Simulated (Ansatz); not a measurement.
Stretching the Pb1–H2 bond in BrHPb (SMILES [Br][PbH]) (multiplicity 1 held, fragments rigid). Energies count from the point at 1.861 Å.
Geometry at that point (charge 0, multiplicity 1):
```xyz
3

Pb    -0.44368    -0.36614     0.53136
H     -1.64098    -0.96492    -0.76103
Br     1.08635     0.88538    -1.22315
```

Unrestricted levels (U-) break spin symmetry where that is lower. Active spaces are followed from a long bond inwards. Curves can end on different states.

Cores are frozen in the correlated methods. Filled d and f shells under p-block atoms count as core.

Run with Ansatz (Gaussian basis) for Hartree–Fock, density functionals and correlated methods.  In def2 rows elements past Kr take small-core potentials, without spin–orbit coupling.

### Question
Predict the energy at R = 5.954 Å from U-MP2/def2-TZVPP.

### Answer
2.37 eV

### Question
Estimate the energy at R = 5.954 Å that FIC-MRCISD+Q on CASSCF(2,2)/def2-TZVPP returns for this input.

### Answer
2.56 eV

Doubts at one or more of the structures used: a spin-contaminated determinant (U-MP2/def2-TZVPP).

Ansatz is an electronic-structure program.
